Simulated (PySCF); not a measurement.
Worked example: oscillator strength and radiative lifetime

C3H10OSi2, SMILES CC(=O)[SiH2]C[SiH3].

Coordinates come from a PBE0-D3(BJ)/def2-SVP optimisation. The structure was generated by enumeration, and PubChem lists no compound with its InChIKey, so it may never have been made. Other conformers were not sampled.

TDA-PBE/def2-SVPD (PySCF 2.14.0) puts the first singlet state with f over 0.02 at 5.68 eV (vertical), with the transition dipole (0.896, 0.012, -0.112) in atomic units.

Question: Find the oscillator strength, the wavelength and the radiative lifetime that this transition would have in vacuum if emission retraced absorption.

Answer: 
|μ|² = 0.8155 au, so |μ| = 2.30 D. ΔE = 5.68/27.211 = 0.2087 hartree. f = (2/3) ΔE |μ|² = 0.113 (the program prints 0.113).
λ = 1239.84/5.68 = 218 nm; ν = 45812 cm⁻¹.
Einstein's coefficient A = 0.6670 ν² f s⁻¹ (ν in cm⁻¹) = 1.6e8 s⁻¹, so τ = 1/A = 6.3 ns. This state is S6; the lower singlets have f = 0.001, 0.006, 0.004, 0.004, 0.020. The figure is the radiative limit of this one transition; relaxation, internal conversion, crossing to triplets and a medium change what is measured.
